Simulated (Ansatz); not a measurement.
The cluster Nb3Te4⁺, relaxed as a singlet with RKS PBE-D4/def2-SVP in Ansatz, starting from the GFN2-xTB geometry. Force threshold 0.03 eV/Å.

In the def2 sets Nb, Te take a core potential; there is no spin–orbit coupling. Another isomer (singlet) lies 2.49 eV lower at PBE0-D4/def2-TZVP; other spin states weren't run for this one.

Start:

Cartesian coordinates in Å:
```
Nb -1.118 -1.650 -0.043
Nb -0.858 0.316 0.593
Nb 0.551 -0.603 -0.435
Te 1.256 0.301 1.519
Te -0.955 2.697 0.501
Te 0.529 -2.546 -1.355
Te 0.596 1.485 -0.780
```

Q: Estimate the energy that the relaxation releases and the steps that it takes.

A: 2626.4 kJ/mol, in 27 steps; 6.2 min on 6 threads of Intel Xeon on a shared host. No frequencies were taken in this run, so the end may be a saddle point.

Q: Does the start keep its bonding and symmetry?

A: Bonds lost: Nb2–Te7, Te4–Te7 (atoms count from 1).

Q: Predict the relaxed structure.

A: 
Cartesian coordinates in Å:
```
Nb -1.055 -1.780 0.925
Nb -0.803 0.542 1.434
Nb 0.844 0.091 -0.513
Te 1.376 -0.993 2.043
Te -1.420 1.657 -0.990
Te -0.182 -2.162 -1.582
Te 1.240 2.646 -1.318
```
Bond lengths (bridged metal pairs left out): 8 × Nb–Te 2.68 to 2.83 Å; 1 × Te–Te 2.86 Å.
